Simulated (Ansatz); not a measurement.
```yaml
crystal:
  periodic: [false, false, false]
  atoms:
    - {symbol: F, position_ang: [1.358201, -1.455787, -1.373760]}
    - {symbol: Sn, position_ang: [0.276473, -0.101674, -0.600033]}
    - {symbol: O, position_ang: [-1.518216, -0.763851, -0.559472]}
    - {symbol: Si, position_ang: [-2.244030, -2.235121, -0.714390]}
    - {symbol: O, position_ang: [0.930316, 0.291306, 1.158777]}
    - {symbol: Si, position_ang: [0.840786, -0.438824, 2.632116]}
    - {symbol: O, position_ang: [0.393184, 1.477323, -1.665665]}
    - {symbol: Si, position_ang: [1.078788, 2.964847, -1.482954]}
    - {symbol: H, position_ang: [-2.210503, -2.686143, -2.128903]}
    - {symbol: H, position_ang: [-3.649361, -2.077636, -0.268268]}
    - {symbol: H, position_ang: [-1.557112, -3.245031, 0.133437]}
    - {symbol: H, position_ang: [0.132341, -1.743179, 2.517729]}
    - {symbol: H, position_ang: [0.097003, 0.441514, 3.567358]}
    - {symbol: H, position_ang: [2.214642, -0.665869, 3.143498]}
    - {symbol: H, position_ang: [2.525288, 2.838145, -1.166103]}
    - {symbol: H, position_ang: [0.903107, 3.686093, -2.766076]}
    - {symbol: H, position_ang: [0.409990, 3.713285, -0.387190]}
basis:
  gaussian: {orbitals: x2c-TZVPPall, final_grid: {core_spheres: 1, valence_spheres: 1, degree: 5}}
hamiltonian: {xc: {name: r2SCAN}}
output: {forces: true}
```

```sh
$ ansatz run in.yaml --threads 4 --pin off --events-out ev --progress --plain --max-ram 66560MiB --backend cuda --devices 0, --max-vram 37GiB
```

Output, abridged:

```
Functional definition: r2SCAN
2614 factors; their error is unknown
mean field evaluation 1: about -200755.2109 eV, gradient 1.1e2 eV
mean field evaluation 2: about -200687.3555 eV, gradient 2.1e2 eV
mean field evaluation 4: about -200772.6138 eV, gradient 2.3e1 eV
mean field evaluation 8: about -200773.3965 eV, gradient 1.4e-1 eV
mean field evaluation 16: about -200786.1056 eV, gradient 1.9e0 eV
mean field evaluation 32: about -200786.1255 eV, gradient 2.3e-3 eV
mean field -200786.12545171 eV, -7378.7540126263 hartree, gradient 6.8e-5 eV, S^2 0.000000; 0 other end points of the search recorded, 0 dependent functions left out
reference -200786.12561041 eV, -7378.7540184583 hartree; 67, 67 occupied and 369, 369 virtual orbitals, 2614 factors
Total energy: -200786.12561041 eV, -7378.7540184583 hartree
Relativity: scalar
Atom 0 at     1.358201    -1.455787    -1.373760 Å, force     8.000461     8.373222     2.008329 eV/Å
Atom 1 at     0.276473    -0.101674    -0.600033 Å, force   -15.796672    -3.534853   -20.935398 eV/Å
Atom 2 at    -1.518216    -0.763851    -0.559472 Å, force    -6.479614    -8.857414    -6.752164 eV/Å
Atom 3 at    -2.244030    -2.235121    -0.714390 Å, force     7.038385     9.952365    11.195191 eV/Å
Atom 4 at     0.930316     0.291306     1.158777 Å, force    10.090490    -3.834703    20.653915 eV/Å
Atom 5 at     0.840786    -0.438824     2.632116 Å, force     0.450581    -3.069317     1.646245 eV/Å
Atom 6 at     0.393184     1.477323    -1.665665 Å, force     5.024649     4.522188     6.083359 eV/Å
Atom 7 at     1.078788     2.964847    -1.482954 Å, force     1.244846   -12.936811    -3.702093 eV/Å
Atom 8 at    -2.210503    -2.686143    -2.128903 Å, force    -0.564244     1.597261     2.747803 eV/Å
Atom 9 at    -3.649361    -2.077636    -0.268268 Å, force     3.468421     0.891333    -1.450537 eV/Å
Atom 10 at    -1.557112    -3.245031     0.133437 Å, force    -4.076968     3.373527    -6.180760 eV/Å
Atom 11 at     0.132341    -1.743179     2.517729 Å, force     1.451149     3.456087     1.616168 eV/Å
Atom 12 at     0.097003     0.441514     3.567358 Å, force     0.966775    -3.032516    -3.134672 eV/Å
Atom 13 at     2.214642    -0.665869     3.143498 Å, force    -4.353882     3.231875    -2.860185 eV/Å
Atom 14 at     2.525288     2.838145    -1.166103 Å, force    -6.983833     2.727230    -1.436866 eV/Å
Atom 15 at     0.903107     3.686093    -2.766076 Å, force    -0.299122    -1.415232     3.007939 eV/Å
Atom 16 at     0.409990     3.713285    -0.387190 Å, force     0.818577    -1.444241    -2.506274 eV/Å
Dipole moment:    -0.243336     0.334661    -0.047926 e Å
```

In this input the integration grid is far too coarse. The calculation finished and met its thresholds. The result belongs to that input, not to the molecule as meant.
